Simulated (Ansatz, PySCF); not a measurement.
Molecule: BN (charge 0, singlet). This is an excited singlet: at this geometry the triplet lies 0.76 eV lower at wB97M-V/def2-TZVPD. 
Coordinates optimised at B3LYP-D3(BJ)/def2-TZVP (Ansatz, a quantum-chemistry and plane-wave program):
```
B
N 1 1.2626
```
Charge 0, spin multiplicity 1.

Total electronic energies in hartree. Valence correlation only, unless marked. Spin-orbit coupling is left out. No relativistic terms.  The program attaches cautions to a run behind CCSD(T)/def2-SVP: large difference.

The Hartree-Fock reference is unstable (checked in the largest basis), which strains HF and MP2. The T1 diagnostic of CCSD in the largest basis is 0.078, which is high, so the coupled-cluster rows are less sure than usual.

| level | program | energy (Eh) |
|---|---|---|
| HF/def2-TZVPD | PySCF | -78.91045 |
| HF-D3(BJ)/def2-TZVPD | PySCF + dftd3 | -78.91814 |
| SVWN5/def2-TZVPD | Ansatz | -78.69800 |
| B97M-V/def2-TZVPD | Ansatz | -79.41472 |
| PW6B95-D4/def2-TZVPD | PySCF + dftd4 | -79.51263 |
| HSE06/def2-TZVPD | Ansatz | -79.29936 |
| wB97M-V/def2-TZVPD | Ansatz | -79.38309 |
| RI-MP2/aug-cc-pVQZ | Ansatz | -79.25061 |
| RI-MP2/cc-pVQZ | Ansatz | -79.24837 |
| RI-MP2/def2-TZVPP | Ansatz | -79.22728 |
| RI-MP2/def2-TZVPPD | Ansatz | -79.22821 |
| CCSD/cc-pVQZ | Ansatz | -79.25246 |
| CCSD(T)/cc-pVDZ | PySCF | -79.20534 |
| CCSD(T)/def2-SVP | Ansatz | -79.13470 |

Totals of different functionals don't rank their quality; only differences between species are comparable.
